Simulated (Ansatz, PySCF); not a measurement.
BiF3, SMILES [Bi]([F])([F])[F].

Coordinates come from a B3LYP-D3(BJ)/def2-SVP optimisation. The isomer is the one that the SMILES or the coordinates give; other isomers of the formula were not compared. The def2 effective core potentials stand for the cores of Bi; spin–orbit coupling is left out.

Vertical ionisation energy (IE) and electron affinity (EA) in eV. Rows of orbital energies are one-electron estimates. Where ΔSCF, EOM or ADC give a negative EA the extra electron is unbound and the value depends on the basis.

| level | IE | EA |
|---|---|---|
| −ε(HOMO), −ε(LUMO), ωB97X/def2-TZVPD (PySCF) | 12.50 | 0.11 |
| −ε(HOMO), −ε(LUMO), PBE/def2-TZVPD (PySCF) | 8.71 | 2.74 |
| ΔSCF, PBE0/def2-SVPD (Ansatz), final states of multiplicity 2 and 2 | 12.59 | 0.20 |
| ΔSCF, PBE/def2-SVPD (Ansatz), final states of multiplicity 2 and 2 | (withheld) | (withheld) |

### Question
Complete the blanks. (An estimate is asked for; the answer gives what the named calculation found.)

### Answer

- ΔSCF, PBE/def2-SVPD (Ansatz, a program for electronic structure), final states of multiplicity 2 and 2, IE: 12.12
- ΔSCF, PBE/def2-SVPD (Ansatz), final states of multiplicity 2 and 2, EA: 0.10

### Question
What vertical singlet–triplet gap does ΔSCF give with PBE0/def2-SVPD (Ansatz) and with PBE/def2-SVPD (Ansatz)? (Estimate from the structure and the level; the computed values follow.)

### Answer
5.96 and 5.72 eV (triplet above singlet where positive).
